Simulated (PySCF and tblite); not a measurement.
Values are calculated unless marked as measured or tabulated.
System: C₈H₁₁ (charge +1), numbered as in [CH2:1]=[C:2]([CH3:3])[C+:4]1[CH:5]=[CH:6][CH2:7][CH2:8]1.

Motion: rotation about the C2–C4 bond (torsion C1–C2–C4–C5 from 0° to 180°, rising). GFN2-xTB gives an electronic barrier of 8.9 kcal/mol and a reaction energy of 0.7 kcal/mol.

The ion is treated without a counter-ion.

PBE/pcSseg-1 + D3(BJ) on GFN2-xTB geometries gives 11.5 kcal/mol and k(298 K) = 1.1×10⁵ s⁻¹.

**Question.** What does CAM-B3LYP/pcSseg-1 + D3(BJ) give on GFN2-xTB geometries?

**Answer.** A barrier of 10.1 kcal/mol, 1.5 below the first DFT barrier (from unrounded values), a reaction energy of -0.1 kcal/mol and, with GFN2-xTB thermal terms, ΔG‡(298 K) = 9.6 kcal/mol and k = 1.2×10⁶ s⁻¹ (2 equivalent paths).

Programs: tblite and PySCF.
